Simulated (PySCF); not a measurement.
Fill in the blanks.

Compound: C₇H₄ClFO.
Z-matrix (Å and degrees, PBE0-D3(BJ)/def2-SVP geometry), rows numbered from 1:
```
O 
C   1  1.1871
Cl  2  1.7862  1  119.81
C   2  1.4851  1  125.23  3   179.98
C   4  1.4018  2  116.52  1    -0.20
C   5  1.3902  4  119.75  2   179.94
C   6  1.3942  5  120.41  4    -0.03
C   7  1.3907  6  119.00  5     0.03
F   8  1.3291  7  119.14  6  -179.99
C   8  1.3873  7  121.81  6     0.01
H   5  1.0909  4  118.84  2    -0.09
H   6  1.0920  5  119.98  4   179.99
H   7  1.0916  6  121.80  5  -179.95
H  10  1.0899  4  121.30  2     0.04
```

| property | level | value |
| --- | --- | --- |
| point group | PBE0-D3(BJ)/def2-SVP | ? |
| rotational constants A, B, C | PBE0-D3(BJ)/def2-SVP | 2.043, 0.767, 0.557 GHz |
| dipole moment | PBE0/def2-SVPD | ? |
| HOMO energy | PBE0/def2-SVPD | ? |
| LUMO energy | PBE0/def2-SVPD | ? |
| lowest singlet excitation | TDDFT PBE0/def2-SVPD | ? |
| strongest line among the 6 lowest singlet transitions | TDDFT PBE0/def2-SVPD | ? |
| static isotropic polarisability | PBE0/def2-SVPD | 99.0 au |
| electronic spatial extent ⟨r²⟩ about the centre of nuclear charge | PBE0/def2-SVPD | ? |

Electronic properties: PySCF, gas phase, density fitting.

Q: The dipole moment?

A: 3.07 D.

Q: The HOMO energy?

A: -7.92 eV.

Q: What is the lowest singlet excitation?

A: 4.50 eV (275 nm, f = 0.000).

Q: The LUMO energy?

A: -2.50 eV.

Q: What is the electronic spatial extent ⟨r²⟩ about the centre of nuclear charge?

A: 1796 bohr².

Q: What is the strongest line among the 6 lowest singlet transitions?

A: S3 at 5.22 eV (238 nm, f = 0.238).

Q: Give the point group.

A: Cs.

The polarisability is 14.67 Å³ as a volume (1 au = 0.148185 Å³), or 1.24 au for each of the 80 electrons. The dipole equals about 10.2 × 10⁻³⁰ C·m (1 D = 3.33564 × 10⁻³⁰ C·m). A dipole of 3.07 D is allowed in Cs, and pure rotational transitions are dipole-allowed.

For the geometry optimisation (PBE0-D3(BJ)/def2-SVP), on one thread of an Arm Neoverse V2, shared host, this took 2.2 min of wall time and 0.66 GiB of memory at its peak.

One conformer stands for the species.
